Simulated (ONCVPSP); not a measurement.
## Cutoff test, Gd, ONCV

- Element: Gd
- Generator: ONCVPSP 4.0.1
- Type: optimised norm-conserving Vanderbilt (ONCV)
- Functional: LDA (Perdew-Wang 92)
- Relativity: scalar-relativistic
- Frozen core: [Kr] 4d10
- Valence charge: 18
- Reference configuration: 4f7 5s2 5p6 5d1.5 6s1.5
- Partial waves: 5s+6s: rc 1.80 bohr, ncon 4, nbas 8, qcut 6.5 1/bohr, 3 projectors, debl 1.4 Ha; 5p: rc 2.20 bohr, ncon 5, nbas 9, qcut 7.2 1/bohr, 3 projectors, debl 0.4 Ha; 5d: rc 3.70 bohr, ncon 5, nbas 9, qcut 4.9 1/bohr, 1 projector; 4f: rc 1.20 bohr, ncon 5, nbas 9, qcut 12.3 1/bohr, 1 projector
- Local potential: polynomial inside 0.95 bohr (lpopt 3, dvloc0 0 Ha)
- Core correction: Teter function fitted to the true core (icmod 2), fcfact 0.7

In the p channel the program set the typed energies aside and used -0.979, 0.250, 0.650 Ha.

Task: For each optimised wave give the share of its norm inside rc, the residual kinetic energy above qcut (Ha) and the cutoffs (Ha) for errors of 10, 1, 0.1 and 0.01 mHa per electron.

Result:

```
         wave  norm inside rc  residual KE  10 mHa  1 mHa  0.1 mHa  0.01 mHa
           5s           0.861      9.6e-06    12.6   15.9     18.7      21.1
           6s           0.040      3.5e-06     9.3   13.9     17.3      20.0
s projector 3           0.080      2.2e-05    12.4   16.3     19.4      24.1
           5p           0.875      5.0e-07    10.7   16.3     19.9      22.6
p projector 2           0.117      3.9e-07     5.6   15.3     19.4      22.4
p projector 3           0.075      3.8e-07     5.3   14.8     19.2      22.4
           5d           0.760      1.0e-08     5.0    6.8      8.3       9.4
           4f           0.813      4.7e-03    71.5  182.0    233.4     257.5
```

The occupied waves need 182 Ha and 233 Ha for 1 and 0.1 mHa. Note: ghosts flagged at negative energy: s at -47.8 eV; GHOST(+) flagged for p at 231.4 eV. A true bound ghost makes a file unfit for plane-wave use.
